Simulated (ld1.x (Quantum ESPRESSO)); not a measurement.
## Ranking ultrasoft potentials for S (Z = 16)

All share these settings but for the change named:

- Element: sulfur (S)
- Generator: ld1.x (Quantum ESPRESSO) 7.5
- Type: ultrasoft
- Functional: PBE
- Relativity: non-relativistic
- Frozen core: [Ne]
- Valence charge: 6
- Reference configuration: 3s2 3p2 (charge +2)
- Partial waves: 3s (bound): rcut 1.30, rcutus 1.55 bohr; 3s channel at -0.7 Ry: rcut 1.30, rcutus 1.55 bohr; 3p (bound): rcut 1.20, rcutus 1.60 bohr; 3p channel at 2.05 Ry: rcut 1.20, rcutus 1.60 bohr
- Local potential: all-electron potential smoothed inside 1.40 bohr (lloc = -2)
- Core correction: none
- Augmentation charge: PSQ, radius 1.30 bohr

Test errors are all-electron minus pseudo excitation energies from the reference, over 3s2 3p4; 3s2 3p3; 3s2 3p1; 3s2 3p3.5; 3s2 3p4.3; 3s2 3p0; 3s1 3p5. None of these files shows a bound ghost.

The base gives 41.0 meV.

Of 7 variants that were run, those that failed, showed a ghost or another fault, or gave nearly equal values are left out.

Task: Rank these variants by their largest absolute test error, smallest first.
A. waves 3p (bound): rcut 1.18, rcutus 1.26 bohr; 3p channel at 2.05 Ry: rcut 1.18, rcutus 1.26 bohr
B. waves 3p (bound): rcut 1.20, rcutus 1.74 bohr; 3p channel at 2.05 Ry: rcut 1.20, rcutus 1.74 bohr
C. waves 3p (bound): rcut 1.20, rcutus 1.46 bohr; 3p channel at 2.05 Ry: rcut 1.20, rcutus 1.46 bohr

Result: C (31.7 meV), B (50.4 meV), A (87.8 meV).
